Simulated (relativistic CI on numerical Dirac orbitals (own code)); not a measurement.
Ag2+: L2,3 absorption edge

Computed with this model: Dirac-Coulomb-Breit CI, KLI orbitals optimised for each configuration, QED by a radiative potential, valence Slater integrals scaled by 0.8, multiplet model of core-to-valence dipole absorption; configurations [Kr] 4d9 → [He] 2s2 2p5 3s2 3p6 3d10 4s2 4p6 4d10; 80 K; Lorentzian 1.6 eV and Gaussian 0.5 eV FWHM. Energies are those of the free ion, without screening or charge transfer. The branching ratio is the share of the lower-energy edge in the whole absorption, uncertain by about 0.02 where the edges overlap. S is read from ⟨S²⟩ = S(S + 1).

Field parameters in Wybourne normalisation: D3d B²₀ = −7Dσ, B⁴₀ = −14Dq − 21Dτ, B⁴₃ = −14√(10/7) Dq; D4h B²₀ = −7Ds, B⁴₀ = 21(Dq − Dt), B⁴₄ = 21√(5/14) Dq; Oh B⁴₀ = 21Dq, B⁴₄ = √(5/14) B⁴₀. The field is a parameter set, without covalency.

Peaks in eV (height, largest 100): 3349.5 (100), 3522.8 (25).

Question: Which surroundings give this spectrum?
A. free ion
B. D4h, 10Dq = 35750, Ds = -420, Dt = -440 cm⁻¹
C. D3d, 10Dq = 16150, Dσ = 460, Dτ = -120 cm⁻¹
D. D4h, 10Dq = 18550, Ds = 410, Dt = 940 cm⁻¹

Answer: C. D3d, 10Dq = 16150, Dσ = 460, Dτ = -120 cm⁻¹, where the ground state has S = 0.50.
